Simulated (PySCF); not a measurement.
C3H4ClO2Si (doublet state).
Structure used (GFN2-xTB), in Å, numbered top down from 1:
```
atom  x, y, z in Å
Cl1    2.7062   -0.8585   -1.0196
C2     1.1562   -0.3661   -0.4367
C3     1.0684    0.8423    0.2190
O4    -0.0997    1.3081    0.7063
Si5   -1.5141    0.4803    0.5669
O6    -1.1576   -0.9082   -0.2394
C7     0.0886   -1.2080   -0.6582
H8     1.9157    1.4873    0.3830
H9    -2.3975    1.2628   -0.2778
H10   -1.9385    0.1120    1.9050
H11    0.1779   -2.1492   -1.1745
```

The species is `ClC1=CO[SiH2]O[CH]1` [radical].

Method: PySCF 2.14.0, UKS B3LYP, pcH-1 on C Cl H O Si, non-relativistic, mean-field spin-orbit, GIAO. Isolated species at its GFN2-xTB geometry, gas phase. Couplings are sensitive to structure, and on GFN2-xTB geometries they can be far from those on DFT ones. The SCF solution wasn't tested for stability. ⟨S²⟩ is 0.775 where a pure state has 0.75.

Problem. The isotropic 13C couplings, averaged over equivalent nuclei, are +54.7, -54.0 MHz. Assign them to C2; C3/C7.

Solution. 
```csv
site,a_iso (MHz),ρ(0) (bohr⁻³),position,distance from C3 (Å),spin population,largest |T| (MHz)
C2,-54.0,-0.0480,1 bond from C7,1.38,-0.22,29.4
C3/C7,+54.7,+0.0487,largest spin population,1.22,+0.58,99.7
```

Problem. Match the computed a_iso(1H) values -43.3, -2.5 MHz (means over equivalent nuclei) with the sites H8/H11; H9/H10.

Solution. 
| site | a_iso (MHz) | ρ(0) (bohr⁻³) | position | distance from C3 (Å) | bound to | spin population there | largest \|T\| (MHz) |
| --- | --- | --- | --- | --- | --- | --- | --- |
| H8/H11 | -43.3 | -0.0097 | 1 bond from C3 | 2.25 | C3/C7 | +0.58 | 24.5 |
| H9/H10 | -2.5 | -0.0006 | 3 bonds from C7 | 3.53 | Si5 | 0.00 | 3.3 |

ρ(0) is the spin density at the nucleus and T the dipolar tensor; a_iso includes a spin–orbit part; entries for several nuclei are means. Largest spin populations (Mulliken): C3 (+0.58), C7 (+0.58), C2 (-0.22) and O6 (+0.07). The angles at C3 add up to 360.0°, so it is planar; its axial dipolar tensor and the negative coupling of its proton fit spin in a p orbital normal to that plane. Main spin sites, with 60 % or more of the largest population: C3, C7; positions count bonds from the nearest.

C7, the radical centre as drawn in `ClC1=CO[SiH2]O[CH]1`, holds a spin population of +0.58 out of 1.

Hardware: Arm Neoverse V1, one thread, no GPU, shared host. Cost: 67 s wall (grids of density and orbitals included), 0.90 GiB resident at most.
